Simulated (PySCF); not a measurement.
Bonds (- single, = double, # triple, : aromatic): C1-C2, C2-C3, C2-C4, C4=O5, C4-Si6, Si6-N7, N7-Si8, N7-Si9. C1 carries H10, H11, H12; C2 carries H13; C3 carries H14, H15, H16; Si6 carries H17, H18; Si8 carries H19, H20, H21; Si9 carries H22, H23, H24.

- coordinates at the GFN2-xTB level
- shieldings: GIAO PBE0/pcSseg-1
- run in PySCF
- non-relativistic, no solvent model, equivalent nuclei averaged, single conformer

Shifts are taken against calculated references (same method and geometry level): 13C and 1H and 29Si vs TMS; H2O for 17O; 15N against NH3.

```json
{"atoms": "N7", "nucleus": "15N", "count": "1", "Hirshfeld charge": "-0.35", "δ (ppm)": "-25.3"}
{"atoms": "H17/H18", "nucleus": "1H", "count": "2", "Hirshfeld charge": "-0.08", "δ (ppm)": "5.17"}
{"atoms": "C1/C3", "nucleus": "13C", "count": "2", "Hirshfeld charge": "-0.12", "δ (ppm)": "18.4"}
{"atoms": "C2", "nucleus": "13C", "count": "1", "Hirshfeld charge": "-0.03", "δ (ppm)": "51.6"}
{"atoms": "Si6", "nucleus": "29Si", "count": "1", "Hirshfeld charge": "0.35", "δ (ppm)": "?"}
{"atoms": "H19/H20/H21/H22/H23/H24", "nucleus": "1H", "count": "6", "Hirshfeld charge": "-0.08", "δ (ppm)": "?"}
{"atoms": "Si8/Si9", "nucleus": "29Si", "count": "2", "Hirshfeld charge": "0.33", "δ (ppm)": "?"}
{"atoms": "H13", "nucleus": "1H", "count": "1", "Hirshfeld charge": "0.05", "δ (ppm)": "2.60"}
{"atoms": "O5", "nucleus": "17O", "count": "1", "Hirshfeld charge": "-0.14", "δ (ppm)": "766.3"}
{"atoms": "C4", "nucleus": "13C", "count": "1", "Hirshfeld charge": "0.10", "δ (ppm)": "255.3"}
{"atoms": "H10/H11/H12/H14/H15/H16", "nucleus": "1H", "count": "6", "Hirshfeld charge": "0.04", "δ (ppm)": "1.16"}
```

Task: Estimate the values marked ?.

Result: 
- H19/H20/H21/H22/H23/H24: 4.87 ppm, hydrogen on a silicon bonded to N
- Si8/Si9: -53.6 ppm, silicon bonded to N, 3 H
- Si6: -55.8 ppm, silicon bonded to C, N, 2 H

Shifts are as computed. Against solution values, carbons near 30 ppm lie about +3 ppm off and those near 130 ppm about +5 ppm. Of 1211 compounds with measured shifts, 218 miss one by over three times the rms of a fit or turn the order of signals round; such compounds aren't used in these exercises. Unscaled 17O shifts of doubly bonded oxygen tend to come out too high, by tens of ppm or more. Experimental scales use liquid or dissolved standards, which lie at an offset from isolated NH3 (liquid NH3: subtract about 20 ppm) and H2O (liquid H2O: subtract about 36 ppm).
